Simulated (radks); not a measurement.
Values are calculated unless marked as measured or tabulated.
All-electron atom: a nucleus of charge 41.7 with 40 electrons in [Kr] 4d4. Code: a radial shooting solver on a logarithmic mesh with Libxc functionals. Model: Dirac Kohn-Sham, PBE, spin-unpolarised, spherical densities, point nucleus; open shells fill j = l - 1/2 first.

Unscreened Slater integrals over Kohn-Sham orbitals (cm^-1). Large and small components are both included. Empty in this configuration: 4d5/2.

F0(4d3/2,4d3/2): 110820
F2(4d3/2,4d3/2): 54807
F0(4d3/2,4p3/2): 128280
F2(4d3/2,4p3/2): 61274
G1(4d3/2,4p3/2): 75568
G3(4d3/2,4p3/2): 45806
F0(4d3/2,4p1/2): 129280
G1(4d3/2,4p1/2): 74596
F0(4d3/2,4s1/2): 132900
G2(4d3/2,4s1/2): 52913
F0(4d3/2,4d5/2): 110290
F2(4d3/2,4d5/2): 54540
G2(4d3/2,4d5/2): 54525
G4(4d3/2,4d5/2): 35302
F0(4p3/2,4p3/2): 156860
F2(4p3/2,4p3/2): 82371
F0(4p3/2,4p1/2): 158740
G2(4p3/2,4p1/2): 83209
F0(4p3/2,4s1/2): 165560
G1(4p3/2,4s1/2): 111610
F0(4p3/2,4d5/2): 127470
F2(4p3/2,4d5/2): 60642
G1(4p3/2,4d5/2): 74546
G3(4p3/2,4d5/2): 45176
F0(4p1/2,4p1/2): 160710
F0(4p1/2,4s1/2): 167830
G1(4p1/2,4s1/2): 114150
F0(4p1/2,4d5/2): 128450
G3(4p1/2,4d5/2): 44533
F0(4s1/2,4s1/2): 176080
F0(4s1/2,4d5/2): 131990
G2(4s1/2,4d5/2): 51976
F0(4d5/2,4d5/2): 109780
F2(4d5/2,4d5/2): 54282
F4(4d5/2,4d5/2): 35141
